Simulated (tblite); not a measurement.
Compound: CH₁₁PSi₃.
Cartesian coordinates in Å at the GFN2-xTB level; atoms count from 1:
```xyz
16
CH11PSi3 angstrom
Si    -2.276    0.608    0.587
C     -1.170   -0.071   -0.803
Si     0.025   -1.449   -0.277
P      1.197   -0.764    1.500
Si     2.295    0.990    0.679
H     -3.100    1.690    0.035
H     -3.154   -0.457    1.074
H     -1.449    1.132    1.673
H     -0.594    0.754   -1.225
H     -1.797   -0.448   -1.610
H      0.899   -1.810   -1.406
H     -0.695   -2.656    0.145
H      2.226   -1.663    1.316
H      2.791    0.792   -0.688
H      1.365    2.118    0.691
H      3.431    1.244    1.565
```

Calculated harmonic vibrations of the isolated species, GFN2-xTB (tblite), most abundant isotopes, no scaling. Against measured fundamentals such values can be off by several per cent, at times by over 20. Modes of hydrogen on phosphorus and silicon can be 10 to 20 % off. One conformer, not necessarily the lowest.

Harmonic wavenumbers (cm⁻¹): 34.7, 56.9, 90.5, 97.0, 111.7, 137.9, 204.1, 423.6, 444.4, 470.1, 488.5, 500.9, 511.1, 524.4, 560.6, 620.2, 659.8, 700.7, 726.3, 737.8, 760.7, 770.7, 782.8, 784.5, 788.9, 797.5, 802.6, 820.8, 1016.4, 1130.5, 1451.0, 2157.8, 2212.5, 2218.5, 2234.0, 2255.2, 2260.3, 2263.4, 2267.6, 2345.3, 2969.4, 2989.1.

A = 2409, B = 1046, C = 907.4 MHz; mass 137.991 u (most abundant isotopes); point group C1, symmetry number 1.

**Question.** What is the zero-point energy?

**Answer.** ½Σν̃ = 22090 cm⁻¹ = 63.16 kcal/mol.

**Question.** What is S at 400 K and 1 bar for an ideal gas of classical rigid rotors and harmonic oscillators?

**Answer.** Translation 42.16, rotation 30.21, vibration 45.76: S = 118.1 cal/(mol K).

**Question.** And Cp and H(400 K) − H(0)?

**Answer.** Cp = 50.54 cal/(mol K), of which vibrations give 42.59 (their classical limit is 42 R = 83.5); H(400 K) − H(0) = 12.31 kcal/mol without the zero-point energy, 9.13 from vibrations.

**Question.** Blend soft modes into free rotors: weight 1/[1 + (100 cm⁻¹/ν̃)⁴] for the oscillator and the rest for a rotor with moment μB/(μ + B), μ = h/(8π²ν), B = 10⁻⁴⁴ kg m². What vibrational entropy results?

**Answer.** 41.06 cal/(mol K) in place of 45.76, which changes −T·S at 400 K by +1.88 kcal/mol.

**Question.** What must be added to the electronic energy to get the Gibbs energy at 400 K and 1 bar?

**Answer.** ZPE + [H(400 K) − H(0)] − T·S = 63.16 + 12.31 − 47.25 = 28.22 kcal/mol.

**Question.** How do the functions run with temperature in this model?

**Answer.** 
```
 T (K)  S (cal/(mol K))  Cp (cal/(mol K))  H − H(0) (kcal/mol)  G − H(0) (kcal/mol)  ln q(vib)
    50             60.8              15.3                 0.56                -2.48       0.88
   100             73.0              20.1                 1.45                -5.85       2.55
298.15            104.5              42.0                 7.57               -23.59       8.57
373.15            114.7              48.6                10.98               -31.81      10.76
   500            130.1              56.7                17.68               -47.36      14.36
   750            155.2              67.3                33.28               -83.15      20.86
  1000            175.6              74.2                51.03              -124.59      26.61
```

q(vib) and H(0) count from the zero-point level.

**Question.** Which modes carry the vibrational entropy at 400 K?

**Answer.** 34.7 cm⁻¹: 6.12; 56.9 cm⁻¹: 5.14; 90.5 cm⁻¹: 4.23; 97.0 cm⁻¹: 4.09; 111.7 cm⁻¹: 3.81; 137.9 cm⁻¹: 3.40 cal/(mol K); the other 36 give 18.96 together.

Hindered rotation and anharmonicity are outside this model. Other conformers, if any are populated, would add a mixing term that is left out. The structure is chiral; the term R ln 2 for an equal mix with its mirror image is left out.
